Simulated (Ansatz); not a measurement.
Reaction (stannylene formation by 1,1-elimination): `C[S][Sn]([Cl])([Cl])[S]C` → Cl₂ + `C[S][Sn][S]C`

Computed with Ansatz on PBE0-D4/def2-TZVP structures; ΔE is electronic, products minus reactants. CCSD(T)/CBS adds triple-zeta CCSD(T) − MP2 to the extrapolated MP2 energy (def2 sets, frozen cores). This one scheme is used for every species. Functionals use def2-TZVPP. B3LYP here is the variant with VWN-RPA as its local correlation; programs differ in this. Elements past krypton have def2 core potentials. For Sn outer-core shells are correlated without core-valence functions, which leaves a few kJ/mol of doubt a bond. One conformer a species, not always the lowest.

```csv
level,ΔE (eV),difference from CCSD(T)/CBS
LDA (SPW92),3.41,-0.27
PBE-D4,3.27,-0.41
revPBE-D4,3.20,-0.48
r2SCAN-D4,3.64,-0.04
B3LYP-D4,3.34,-0.34
r2SCAN0-D4,3.78,0.10
BHLYP-D4,3.71,0.03
ωB97M-V,3.63,-0.05
B2PLYP,3.42,-0.26
revPBE,3.05,-0.63
r2SCAN,3.60,-0.08
PBE0,3.49,-0.19
HF/def2-QZVPP,3.84,0.16
MP2/def2-QZVPP,3.81,0.13
HF/CBS(def2),3.84,0.16
MP2/CBS(def2),3.83,0.15
CCSD(T)/CBS,3.68,0
```

**Question.** What do rigid-rotor, harmonic-oscillator terms from PBE0-D4/def2-TZVP frequencies (298.15 K, 1 bar) make of the CCSD(T)/CBS value? (Estimate.)

**Answer.** The calculation gave: ΔZPE = -0.03 eV, ΔH = +3.63 eV, ΔS = 121 J/(mol·K), ΔG = +3.26 eV. Modes under 50 cm⁻¹ make the entropy rough.

Largest T1 diagnostic among the species: 0.016.

From PBE to PBE0 (25 % exact exchange), in def2-TZVPP and without D4, ΔE moves by +0.32 eV. In def2-TZVPP, CCSD(T) changes the Hartree–Fock value by −0.21 eV (the triples alone add −0.02 eV) and MP2 by −0.05 eV.
